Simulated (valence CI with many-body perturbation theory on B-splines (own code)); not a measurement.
# Which ion has this spectrum?

A relativistic CI+MBPT calculation for an atom or ion with 5 electrons gives these levels (cm⁻¹):

```tsv
J	Parity	E	g
1/2	odd	0	0.66
3/2	odd	435516	1.33
1/2	even	665916	2.51
3/2	even	937526	1.71
5/2	even	1069475	1.48
3/2	even	1339716	0.89
1/2	even	1419435	1.10
5/2	even	1539996	1.30
1/2	even	1884726	1.71
3/2	even	1895803	1.25
3/2	odd	2136297	1.59
3/2	odd	2468456	1.27
5/2	odd	2560952	1.19
1/2	odd	2756090	0.66
```

The energies are calculated, and their last digits are not significant.

Question: Which is it?
A. Kr31+
B. Rb32+
C. Ge27+
D. Br30+

Answer: D. Br30+, ground level 2s2.2p 2P°_1/2.
